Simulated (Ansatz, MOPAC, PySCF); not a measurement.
Species: CsF, net charge 0, singlet state. SMILES: [F][Cs]
Geometry: optimised at B3LYP-D3(BJ)/def2-TZVP (Ansatz, a quantum-chemistry and plane-wave program).

Unscaled harmonic wavenumbers (cm⁻¹) in rising order, each level at the stationary point that it reaches from this structure (no distance between atoms moves by over 0.3 Å); the order of modes can differ between levels, and a negative number is imaginary. B3LYP-D3(BJ)/def2-TZVP (PySCF, at the structure above): 352.

PM3 (MOPAC): 95. Zero-point energy 0.1 against 0.5 kcal/mol.

PM7 (MOPAC): 310. Zero-point energy 0.4 against 0.5 kcal/mol.

HF/3-21G (Ansatz): 256. Zero-point energy 0.4 against 0.5 kcal/mol.
